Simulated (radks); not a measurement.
Species: Ga28+. Configuration: [He] 2s1. Method: Dirac Kohn-Sham, relativistic LDA (MacDonald-Vosko exchange, VWN5 correlation), spin-unpolarised, spherical densities, finite nucleus; Fermi nuclear charge, rms radius 3.9973 fm; computed with a radial shooting solver on a logarithmic mesh with Libxc functionals.

Unscreened Slater integrals over Kohn-Sham orbitals (eV). Large and small components are both included.

| integral | value |
|---|---|
| F0(2s1/2,2s1/2) | 123.78 |
| F0(2s1/2,1s1/2) | 173.73 |
| G0(2s1/2,1s1/2) | 18.203 |
| F0(1s1/2,1s1/2) | 528.55 |
